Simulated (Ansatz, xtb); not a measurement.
**Two isomers of F2H3SiSn**

Structure a is `F[SiH](F)[SnH2]`, a doublet and structure b is `F[Si](F)[SnH3]`, a doublet. Both are isolated molecules in the gas phase, relaxed with PBE0-D3(BJ)/def2-SVP, each in the lowest conformer that the search found.

Which of the two would you expect CCSD(T)/def2-SVP + ΔMP2/def2-TZVPP electronic energies to favour?

Structure a; the calculation gives E(b) − E(a) = +72.9 kJ/mol.

The same difference at several levels:

```
                             level              geometry  E(b) − E(a) (kJ/mol)  departure from the last row (kJ/mol)  job, with rough time for the two
                          GFN2-xTB              GFN2-xTB                   +92.6                                 +19.7              optimisation, 0.26 s
                         HF/STO-3G              GFN2-xTB                    +8.5                                 −64.4              single point, 0.84 s
                r2SCAN-D4/def2-SVP              GFN2-xTB                   +66.3                                  −6.6               single point, 2.8 s
              PBE0-D3(BJ)/def2-SVP  PBE0-D3(BJ)/def2-SVP                   +66.2                                  −6.7                optimisation, 49 s
                       HF/def2-SVP  PBE0-D3(BJ)/def2-SVP                   +81.2                                  +8.4           part of the CCSD(T) run
                      MP2/def2-SVP  PBE0-D3(BJ)/def2-SVP                   +78.8                                  +6.0           part of the CCSD(T) run
                  CCSD(T)/def2-SVP  PBE0-D3(BJ)/def2-SVP                   +75.6                                  +2.8                      single point
CCSD(T)/def2-SVP + ΔMP2/def2-TZVPP  PBE0-D3(BJ)/def2-SVP                   +72.9                                                      single point, 30 s
```

As drawn, b has 1 Sn–H in place of 1 Si–H.

The levels shown agree on the order. The largest departure from CCSD(T)/def2-SVP + ΔMP2/def2-TZVPP is that of HF/STO-3G, 64.4 kJ/mol. The last row adds to CCSD(T) the change of the MP2 difference between the two basis sets, here −2.8 kJ/mol.

With harmonic frequencies from PBE0-D3(BJ)/def2-SVP (ideal gas, rigid rotor, one conformer each, 298.15 K, 1 atm): the zero-point term adds −4.0 kJ/mol; ΔH is +69.7 and ΔG +67.4 kJ/mol.

Open shells are spin-unrestricted. The correlated steps freeze 11 core orbitals; the filled d shell of Sn is correlated, in a basis made for valence electrons. Atoms past krypton carry core potentials in the def2 sets, other sets are all-electron and non-relativistic, and no spin–orbit term is included. Programs: Ansatz 0.2.0, xtb 6.7.1; the last row on 2 threads of Intel(R) Xeon(R) 6975P-C (Granite Rapids) on a shared host.
